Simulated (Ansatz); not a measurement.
Cost and result for the atomization energy of `CN[SiH](F)OC` (14 atoms, 13 bonds).

```xyz
14

C    -0.720    1.855   -1.694
N    -0.835    0.754   -0.763
Si    0.454   -0.037   -0.021
F     1.191   -1.130   -0.936
O    -0.167   -0.830    1.256
C     0.465   -1.885    1.947
H    -1.428    2.654   -1.457
H     0.283    2.285   -1.632
H    -0.881    1.550   -2.735
H    -1.755    0.353   -0.694
H     1.520    0.935    0.306
H    -0.271   -2.350    2.603
H     0.852   -2.642    1.258
H     1.292   -1.513    2.561
```

Total charge 0; spin multiplicity 1. The geometry is a stationary point of PBE0-D4/def2-TZVP. It is one conformer, not always the lowest. Program: Ansatz. All runs use 2 threads of an AMD EPYC 7R13 on a shared host and a share of an NVIDIA H100 80 GB. Times are those of one run each, without the atoms' runs, and a repeat can differ threefold. Electronic energies, without spin–orbit coupling; frozen cores. CCSD(T)/CBS adds CCSD(T) − MP2 in def2-TZVPP to the MP2 limit, and its time is that of the two runs behind it. T1 = 0.011. B3LYP takes the VWN-RPA correlation (the form of Gaussian; ORCA's B3LYP/G).

CCSD(T)/CBS is a level of theory with its own doubt, some kJ/mol a heavy atom from the limit and from the frozen cores, so smaller differences don't rank the functionals.

| level | functions | wall time | atomization (kJ/mol) | difference from CCSD(T)/CBS | per bond |
| --- | --- | --- | --- | --- | --- |
| r2SCAN-D4/def2-TZVPP (with forces) | 309 | 15 s | 5405.4 | -17.7 | -1.4 |
| ωB97M-V/def2-TZVPP (with forces) | 309 | 17 s | 5429.6 | 6.5 | 0.5 |
| B3LYP-D4/def2-TZVPP (with forces) | 309 | 18 s | 5413.2 | -9.9 | -0.8 |
| ωB97X-V/def2-TZVPP | 309 | 18 s | 5429.3 | 6.2 | 0.5 |
| PBE0-D4/def2-TZVPP | 309 | 18 s | 5391.8 | -31.3 | -2.4 |
| B2PLYP/def2-TZVPP | 309 | 18 s | 5360.6 | -62.5 | -4.8 |
| CCSD(T)/def2-TZVPP | 309 | 20 s | 5273.0 | -150.1 | -11.5 |
| PBE-D4/def2-TZVPP (with forces) | 309 | 21 s | 5487.7 | 64.6 | 5.0 |
| MP2/def2-QZVPP | 595 | 22 s | 5453.5 | 30.4 | 2.3 |
| CCSD(T)/CBS(def2) | – | 42 s | 5423.1 | 0.0 | 0.0 |

The D4 term adds +42.5 kJ/mol with B3LYP and +22.5 kJ/mol with PBE0; it sums over pairs of atoms, weighted by their polarisabilities, and B3LYP, whose exchange is more repulsive, gets the larger term. In def2-TZVPP, CCSD(T) changes the Hartree–Fock value by +1330.9 kJ/mol (the triples alone add +70.5 kJ/mol) and MP2 by +1420.9 kJ/mol; breaking electron pairs costs correlation energy, which Hartree–Fock lacks. From PBE to PBE0 (25 % exact exchange), in def2-TZVPP and without D4, the atomization energy moves by −91.7 kJ/mol: exact exchange takes away binding that semilocal exchange gives to molecules.
